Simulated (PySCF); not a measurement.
## Two-component Hartree-Fock for Nb³⁶⁺ (niobium, charge +36)

Start: [He] 2s2 2p1; 2p1/2 filled at m_j = +1/2. Calculated with PySCF 2.14 in an uncontracted even-tempered set (17 s from 16 bohr⁻², ratio 2.4; 12 p from 20 bohr⁻², ratio 2.4; 5 d from 67 bohr⁻², ratio 2.6; 4 f from 100 bohr⁻², ratio 2.6): generalised Hartree-Fock with the X2C-1e Hamiltonian and a Gaussian nucleus; one run each with spin-orbit coupling (SO) switched off, then screened by Boettger's factors.

| spinor shell | electrons | ε, spin-free (eV) | ε, screened SO (eV) | weight of nominal j (screened SO) | rms radius, screened SO (bohr) |
| --- | --- | --- | --- | --- | --- |
| 1s1/2 | 2 | -21980.6 | -21976.0 | 1.000 | 0.0412 |
| 2s1/2 | 2 | -5101.7 | -5100.3 | 1.000 | 0.161 |
| 2p1/2 | 1 | -4945.3 | -5020.7 | 1.000 | 0.137 |

```csv
quantity,spin-free,screened SO
E (hartree),-2268.09238,-2270.86358
M_J,1/2,1/2
⟨J²⟩,0.750,0.750
⟨L²⟩,2.000,2.000
⟨S²⟩,0.750,0.750
```

Each row is a mean over spinors that exchange with the open shell spreads, by up to 10.834 eV (2s1/2).

Breit and QED terms are absent; they matter most for the inner s and p1/2 levels.

Densities and radii are taken from the X2C orbitals without a picture-change correction, which distorts them close to the nucleus.

Without spin-orbit coupling the j labels of p, d and f shells carry no meaning; the spin-free column gives the mean over the occupied spinors of each nl shell.
